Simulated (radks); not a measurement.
Charge is removed step by step from the 3p down level of the manganese ion Mn2+, starting from [Ne] 3s2 3p(up 3, down 3) 3d5. Calculated with a radial shooting solver on a logarithmic mesh with Libxc functionals: non-relativistic Kohn-Sham, BLYP, spin-polarised, spherical densities, point nucleus; open shells are filled with parallel spins first.

| removed (e) | E - E(0) (eV) | eigenvalue (eV) | E minus straight line (eV) |
|---|---|---|---|
| 0 | 0.000 | -68.374 | 0.000 |
| 0.1 | 6.920 | -70.027 | -0.779 |
| 0.2 | 14.006 | -71.708 | -1.392 |
| 0.3 | 21.262 | -73.414 | -1.835 |
| 0.4 | 28.690 | -75.145 | -2.106 |
| 0.5 | 36.292 | -76.899 | -2.203 |
| 0.6 | 44.070 | -78.675 | -2.124 |
| 0.7 | 52.028 | -80.472 | -1.866 |
| 0.8 | 60.165 | -82.288 | -1.427 |
| 0.9 | 68.486 | -84.124 | -0.806 |
| 1 | 76.991 | -85.978 | 0.000 |

Removing the whole electron costs 76.991 eV by Delta-SCF, against 68.374 eV from minus the eigenvalue at the starting occupation. Slater's transition state (half an electron removed) gives 76.899 eV. Integrating minus the eigenvalue over the occupation (Janak's theorem) gives 76.991 eV. The mean slope of the eigenvalue, de/dn, is 17.6 eV per electron.
